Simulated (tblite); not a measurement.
A geometry optimisation, step by step.

C₂H₇FSeSi₂.
Atom-mapped SMILES: `[F:1]/[CH:2]=[CH:3]/[SiH2:4][Se:5][SiH3:6]` (hydrogens: H7 on C2; H8 on C3; H9, H10 on Si4; H11, H12, H13 on Si6)

Computed with GFN2-xTB (tblite), gas phase: L-BFGS steps from a force-field or distance-geometry start until the largest atomic force falls under 0.01 eV/Å. 8 of its 36 geometries are shown.

Step 0: E = -523.2645 eV, largest atomic force 2.995 eV/Å
```
atom  x, y, z in Å  |  force x, y, z in eV/Å
F1     -3.814   -0.273   -1.422    0.350   0.148  -0.839
C2     -2.515   -0.155   -1.124    0.143  -0.357   2.970
C3     -2.193   -0.263    0.195   -1.593   0.059  -1.890
Si4    -0.472   -0.122    0.739    1.666   0.319   1.080
Se5     0.861    0.406   -1.043    0.186   0.030  -0.305
Si6     2.982    0.317   -0.174   -0.063  -0.061   0.631
H7     -1.741    0.002   -1.866   -0.708  -0.028  -0.392
H8     -2.985   -0.415    0.938    0.335   0.051  -0.509
H9      0.076   -1.355    1.329   -0.104   0.078  -0.072
H10    -0.287    0.989    1.710   -0.086  -0.269  -0.203
H11     2.942    1.258    0.971    0.092  -0.248  -0.312
H12     3.990    0.679   -1.162   -0.225   0.001  -0.050
H13     3.151   -1.068    0.308    0.009   0.276  -0.108
```

Step 5: E = -523.5006 eV, largest atomic force 0.201 eV/Å
```
atom  x, y, z in Å  |  force x, y, z in eV/Å
F1     -3.787   -0.261   -1.496   -0.005  -0.009   0.008
C2     -2.522   -0.167   -1.068    0.019   0.007   0.018
C3     -2.186   -0.260    0.205   -0.131   0.006  -0.152
Si4    -0.412   -0.108    0.770    0.032  -0.003  -0.083
Se5     0.880    0.407   -1.064    0.037  -0.020  -0.009
Si6     2.978    0.313   -0.148   -0.074  -0.011  -0.031
H7     -1.826   -0.006   -1.877   -0.006   0.014  -0.148
H8     -2.980   -0.416    0.919    0.061  -0.020   0.123
H9      0.075   -1.364    1.331    0.036  -0.051   0.035
H10    -0.289    0.991    1.717    0.047   0.093   0.121
H11     2.952    1.249    0.963    0.060   0.065   0.115
H12     3.957    0.677   -1.161   -0.124   0.015  -0.056
H13     3.155   -1.057    0.306    0.047  -0.086   0.060
```

Step 10: E = -523.5138 eV, largest atomic force 0.138 eV/Å
```
atom  x, y, z in Å  |  force x, y, z in eV/Å
F1     -3.793   -0.263   -1.504   -0.010  -0.013   0.022
C2     -2.525   -0.164   -1.082   -0.008  -0.011   0.095
C3     -2.188   -0.257    0.193    0.089   0.027  -0.089
Si4    -0.409   -0.101    0.769   -0.015  -0.009  -0.013
Se5     0.886    0.400   -1.070   -0.029  -0.023   0.082
Si6     2.967    0.308   -0.132    0.047  -0.004  -0.001
H7     -1.842   -0.004   -1.909   -0.043  -0.002   0.074
H8     -2.956   -0.420    0.939    0.050   0.017  -0.128
H9      0.080   -1.365    1.336   -0.027   0.090  -0.028
H10    -0.276    0.997    1.734    0.013  -0.068  -0.047
H11     2.972    1.253    0.981    0.022  -0.041  -0.003
H12     3.912    0.681   -1.178   -0.101  -0.009   0.012
H13     3.168   -1.067    0.320    0.010   0.046   0.023
```

Step 15: E = -523.5199 eV, largest atomic force 0.052 eV/Å
```
atom  x, y, z in Å  |  force x, y, z in eV/Å
F1     -3.800   -0.268   -1.498   -0.017  -0.015   0.033
C2     -2.530   -0.163   -1.088    0.004   0.005  -0.035
C3     -2.176   -0.252    0.180    0.002  -0.002   0.038
Si4    -0.406   -0.097    0.764    0.013   0.003   0.025
Se5     0.886    0.393   -1.058    0.021   0.017  -0.034
Si6     2.965    0.305   -0.120    0.009   0.001   0.014
H7     -1.854   -0.001   -1.917    0.005   0.017  -0.029
H8     -2.937   -0.419    0.927   -0.050   0.000  -0.015
H9      0.079   -1.353    1.335   -0.002  -0.025   0.013
H10    -0.267    0.988    1.736   -0.004   0.004  -0.007
H11     2.988    1.248    0.993    0.006  -0.019   0.006
H12     3.870    0.684   -1.191    0.004   0.007  -0.032
H13     3.179   -1.065    0.335    0.011   0.009   0.023
```

Step 20: E = -523.5212 eV, largest atomic force 0.020 eV/Å
```
atom  x, y, z in Å  |  force x, y, z in eV/Å
F1     -3.804   -0.274   -1.488    0.007  -0.003  -0.004
C2     -2.529   -0.162   -1.090   -0.001   0.002   0.006
C3     -2.174   -0.250    0.179   -0.008   0.000  -0.008
Si4    -0.404   -0.097    0.765   -0.014  -0.007  -0.003
Se5     0.890    0.395   -1.060   -0.005  -0.004   0.019
Si6     2.968    0.304   -0.119    0.005   0.002  -0.009
H7     -1.859    0.004   -1.923   -0.017   0.004  -0.004
H8     -2.945   -0.418    0.917    0.006  -0.001   0.003
H9      0.077   -1.356    1.338   -0.004  -0.003  -0.001
H10    -0.265    0.989    1.736    0.002   0.007  -0.002
H11     2.994    1.242    0.999    0.006   0.001   0.001
H12     3.860    0.685   -1.201    0.012  -0.002  -0.001
H13     3.185   -1.062    0.345    0.010   0.003   0.003
```

Step 25: E = -523.5214 eV, largest atomic force 0.020 eV/Å
```
atom  x, y, z in Å  |  force x, y, z in eV/Å
F1     -3.804   -0.276   -1.487   -0.020   0.000  -0.004
C2     -2.530   -0.161   -1.090   -0.013  -0.003  -0.005
C3     -2.176   -0.250    0.178    0.002   0.002  -0.001
Si4    -0.407   -0.099    0.766    0.008   0.004   0.007
Se5     0.890    0.394   -1.055    0.009  -0.002  -0.009
Si6     2.971    0.305   -0.120    0.008   0.000   0.006
H7     -1.865    0.007   -1.927    0.008   0.004   0.008
H8     -2.945   -0.419    0.917   -0.004  -0.005  -0.001
H9      0.075   -1.358    1.338   -0.009  -0.001   0.003
H10    -0.264    0.990    1.734   -0.005  -0.003   0.003
H11     2.997    1.240    1.000    0.007   0.005  -0.007
H12     3.864    0.685   -1.203   -0.001  -0.003   0.006
H13     3.190   -1.059    0.348    0.008   0.002  -0.005
```

Step 30: E = -523.5217 eV, largest atomic force 0.022 eV/Å
```
atom  x, y, z in Å  |  force x, y, z in eV/Å
F1     -3.812   -0.279   -1.488    0.019   0.003   0.010
C2     -2.537   -0.161   -1.092    0.011   0.007   0.007
C3     -2.179   -0.249    0.175   -0.005  -0.006   0.007
Si4    -0.409   -0.099    0.768   -0.011   0.003  -0.019
Se5     0.894    0.391   -1.051    0.004  -0.006  -0.001
Si6     2.977    0.306   -0.120   -0.004  -0.001   0.003
H7     -1.870    0.013   -1.926   -0.010  -0.001  -0.004
H8     -2.947   -0.422    0.915   -0.002  -0.004   0.000
H9      0.068   -1.361    1.340   -0.010   0.010   0.001
H10    -0.266    0.992    1.734   -0.007  -0.010   0.001
H11     3.006    1.243    0.998    0.005   0.013   0.002
H12     3.867    0.684   -1.204    0.005   0.004  -0.007
H13     3.202   -1.057    0.349    0.005  -0.012   0.001
```

Step 35: E = -523.5219 eV, largest atomic force 0.007 eV/Å
```
atom  x, y, z in Å  |  force x, y, z in eV/Å
F1     -3.816   -0.281   -1.486   -0.003   0.005  -0.001
C2     -2.541   -0.159   -1.092    0.001  -0.001   0.000
C3     -2.182   -0.250    0.175    0.002   0.000  -0.001
Si4    -0.413   -0.099    0.765    0.005  -0.001   0.004
Se5     0.899    0.387   -1.048   -0.001  -0.005   0.002
Si6     2.984    0.306   -0.118    0.006  -0.001  -0.001
H7     -1.877    0.018   -1.928    0.004   0.002  -0.002
H8     -2.950   -0.427    0.914   -0.001  -0.003   0.002
H9      0.057   -1.360    1.342    0.000  -0.001   0.000
H10    -0.270    0.989    1.734   -0.005   0.002   0.000
H11     3.016    1.248    0.996   -0.001  -0.003  -0.006
H12     3.872    0.683   -1.206   -0.006   0.001   0.003
H13     3.215   -1.056    0.350   -0.002   0.006   0.001
```

Task: Summarise the path.

Result: The energy falls by 0.2574 eV from step 0 to step 35; nine tenths of that is first reached at step 5. It falls at every step. The largest force goes from 2.995 to 0.007 eV/Å. Among the bonds C3–Si4 changes most, from 1.810 to 1.871 Å; the atoms move by 0.074 Å rms after alignment.

What follows is the cost of the whole relaxation. Hardware: Intel Xeon at 2.70 GHz, one thread, shared host with 64 logical CPUs at a one-minute load of 62. Cost: 0.39 s.
